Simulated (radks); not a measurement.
Values are calculated unless marked as measured or tabulated.
The mean radii <r> (bohr) of the occupied orbitals of an atom or ion are listed with their occupations. Level of theory: Dirac Kohn-Sham, LB94 model potential, spin-unpolarised, spherical densities, finite nucleus; Fermi nuclear charge, rms radius of each element as measured or else 0.836 A^(1/3) + 0.57 fm (a radial shooting solver on a logarithmic mesh with Libxc functionals).

orbital  occ.      <r>
1s1/2       2  0.02352
2s1/2       2  0.09588
2p1/2       1  0.07942

Name the element and its charge. Open shells, if any, fill j = l - 1/2 first.

Answer. Z = 60, neodymium, charge +55: Nd55+ in [He] 2s2 2p1. The 1s radius gives Z: for a bare nucleus <r> = (2 gamma + 1)/(2Z) with gamma = sqrt(1 - (Z/c)^2), 0.02332 bohr for Z = 60, and screening makes it slightly larger (0.02352 here). The occupations add up to 5, and the charge is Z minus that.
